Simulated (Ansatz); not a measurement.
Bond stretch in SeMg, lowest triplet found (which spin is the ground state isn't settled by this scan).

Levels of theory: ROCCSD = CCSD on ROHF/cc-pVDZ, cores with 3d frozen run with Ansatz (a program for electronic structure); UKS-PBE = unrestricted PBE/cc-pVDZ run with Ansatz; UCCSD(T) = CCSD(T) on UHF/cc-pVDZ, cores with 3d frozen run with Ansatz; UMP2 = MP2 on UHF/cc-pVDZ, cores with 3d frozen in Ansatz; UCCSDT(Q) = CCSDT(Q) on UHF/cc-pVDZ, cores with 3d frozen in Ansatz.

Energies are in eV, each relative to the lowest point of its own curve between 2.02 and 3.08 Å, where full CI is lowest.

```json
[
 {"R / Å": "1.86", "ROCCSD": "3.429", "UKS-PBE": "3.270", "UCCSD(T)": "3.440", "UMP2": "3.425", "UCCSDT(Q)": "3.444"},
 {"R / Å": "2.02", "ROCCSD": "1.506", "UKS-PBE": "1.450", "UCCSD(T)": "1.515", "UMP2": "1.498", "UCCSDT(Q)": "1.519"},
 {"R / Å": "2.18", "ROCCSD": "0.522", "UKS-PBE": "0.517", "UCCSD(T)": "0.529", "UMP2": "0.514", "UCCSDT(Q)": "0.532"},
 {"R / Å": "2.27", "ROCCSD": "0.232", "UKS-PBE": "0.238", "UCCSD(T)": "0.237", "UMP2": "0.225", "UCCSDT(Q)": "0.239"},
 {"R / Å": "2.36", "ROCCSD": "0.071", "UKS-PBE": "0.080", "UCCSD(T)": "0.074", "UMP2": "0.066", "UCCSDT(Q)": "0.076"},
 {"R / Å": "2.50", "ROCCSD": "0.000", "UKS-PBE": "0.000", "UCCSD(T)": "0.000", "UMP2": "0.000", "UCCSDT(Q)": "0.000"},
 {"R / Å": "2.54", "ROCCSD": "0.009", "UKS-PBE": "0.004", "UCCSD(T)": "0.008", "UMP2": "0.011", "UCCSDT(Q)": "0.007"},
 {"R / Å": "2.66", "ROCCSD": "0.088", "UKS-PBE": "0.064", "UCCSD(T)": "0.083", "UMP2": "0.097", "UCCSDT(Q)": "0.081"},
 {"R / Å": "2.74", "ROCCSD": "0.171", "UKS-PBE": "0.132", "UCCSD(T)": "0.163", "UMP2": "0.187", "UCCSDT(Q)": "0.160"},
 {"R / Å": "2.84", "ROCCSD": "0.297", "UKS-PBE": "0.238", "UCCSD(T)": "0.285", "UMP2": "0.323", "UCCSDT(Q)": "0.280"},
 {"R / Å": "2.93", "ROCCSD": "0.421", "UKS-PBE": "0.344", "UCCSD(T)": "0.403", "UMP2": "0.460", "UCCSDT(Q)": "0.398"},
 {"R / Å": "3.08", "ROCCSD": "0.628", "UKS-PBE": "0.527", "UCCSD(T)": "0.602", "UMP2": "0.701", "UCCSDT(Q)": "0.595"},
 {"R / Å": "3.31", "ROCCSD": "0.847", "UKS-PBE": "0.793", "UCCSD(T)": "0.858", "UMP2": "1.037", "UCCSDT(Q)": "0.855"},
 {"R / Å": "3.49", "ROCCSD": "0.972", "UKS-PBE": "0.972", "UCCSD(T)": "0.994", "UMP2": "1.212", "UCCSDT(Q)": "0.996"},
 {"R / Å": "3.80", "ROCCSD": "1.075", "UKS-PBE": "1.210", "UCCSD(T)": "1.113", "UMP2": "1.350", "UCCSDT(Q)": "1.123"},
 {"R / Å": "4.16", "ROCCSD": "1.112", "UKS-PBE": "1.390", "UCCSD(T)": "1.158", "UMP2": "1.385", "UCCSDT(Q)": "1.172"},
 {"R / Å": "4.64", "ROCCSD": "1.123", "UKS-PBE": "1.528", "UCCSD(T)": "1.174", "UMP2": "1.385", "UCCSDT(Q)": "1.190"}
]
```

At the longest distance, 4.64 Å, UKS-PBE lies highest above its minimum (1.528 eV) and ROCCSD lowest (1.123 eV).

The scan ran from 1.86 to 8.81 Å; beyond the distances shown full CI changes its symmetry label. The T1 diagnostic of CCSD on the restricted reference of ROCCSD exceeds 0.045 at 2.93 to 3.49 Å. The unrestricted determinant behind UCCSD(T), UMP2, UCCSDT(Q) is spin-contaminated at 3.31 to 3.80 Å (<S²> up to 2.2, against 2.00 for a pure triplet).
